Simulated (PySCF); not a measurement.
**Exercise with solution: chemical shift, span and skew from a shielding tensor**

C₂H₃BF₂O, SMILES FB(O)C(F)=C. Atoms are numbered in the order given.

```xyz
9

C     -1.0851    -1.6122     0.0000
C     -0.0427    -0.7797     0.0000
F      1.2243    -1.2846     0.0000
B     -0.0734     0.7896     0.0000
O      1.0613     1.5119     0.0000
F     -1.2410     1.4248     0.0000
H     -0.9549    -2.6974     0.0000
H     -2.0949    -1.1988     0.0000
H      1.8440     0.9425     0.0000
```

The structure is a stationary point at B3LYP-D3(BJ)/def2-SVP. This is a generated structure with no PubChem entry under its InChIKey; it may be hypothetical. The values are those of a single conformer.

GIAO shieldings from PBE/pcSseg-1 (PySCF), non-relativistic, no solvent. The symmetric part of the tensor of F3 has the principal values 141.6, 258.4, 380.9 ppm. The same nucleus in CFCl3 has σ = 133.6 ppm at this level (PySCF, at its B3LYP-D3(BJ)/def2-TZVP geometry).

Question: Work out the isotropic shielding, the ¹⁹F shift against CFCl3, the span and the skew.

Answer: 
σ(iso) = (σ11 + σ22 + σ33)/3 = 260.3 ppm. δ = σ(ref) − σ(iso) = 133.6 − (260.3) = -126.7 ppm.
Span Ω = σ33 − σ11 = 239.3 ppm. Skew κ = 3(σ(iso) − σ22)/Ω = 0.02. Tumbling in solution averages the tensor to δ; in a static solid the shielding alone would spread this spin-1/2 line over Ω.
